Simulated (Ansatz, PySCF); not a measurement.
This Ansatz (an electronic-structure program) input computes a CAM-B3LYP/def2-TZVPD energy:

Ansatz 0.2 input:
```yaml
crystal:
  periodic: [false, false, false]
  atoms:
    - {symbol: N, position_ang: [-1.05680351, 0.25284490, -0.05704666]}
    - {symbol: C, position_ang: [0.37648253, 0.45507724, -0.05035200]}
    - {symbol: O, position_ang: [1.00952981, -0.60916002, 0.00889062]}
    - {symbol: H, position_ang: [-1.36052142, -0.66151563, 0.30999442]}
    - {symbol: H, position_ang: [-1.57698767, 1.03441814, 0.32031923]}
basis:
  gaussian:
    orbitals: def2-TZVPD
hamiltonian:
  xc: {name: CAM-B3LYP}
total_charge: -1
output: {forces: true}
```

Q: Write an input for the same energy in PySCF and say what it gives.

A: 
```python
from pyscf import gto, scf, dft

mol = gto.M(
    atom='''
    N    -1.05680351    0.25284490   -0.05704666
    C     0.37648253    0.45507724   -0.05035200
    O     1.00952981   -0.60916002    0.00889062
    H    -1.36052142   -0.66151563    0.30999442
    H    -1.57698767    1.03441814    0.32031923
    ''',
    basis='def2-tzvpd',
    charge=-1,
    spin=0,
    verbose=4,
)

mf = dft.RKS(mol, xc='camb3lyp').density_fit(auxbasis='def2-universal-jkfit')
mf.grids.level = 3
mf.conv_tol = 1e-9
mf.max_cycle = 100
mf.max_memory = 1500
mf.kernel()
if not mf.converged:
    mf = mf.newton()
    mf.kernel(mf.make_rdm1())
mf.analyze()
```
It gives -169.26734 Eh, and Ansatz -169.26730 Eh, a difference of 0.04 mEh, from the treatment of integrals and grids.

It need not be the lowest isomer of its formula. Whether it binds its extra electron was not tested at this geometry.
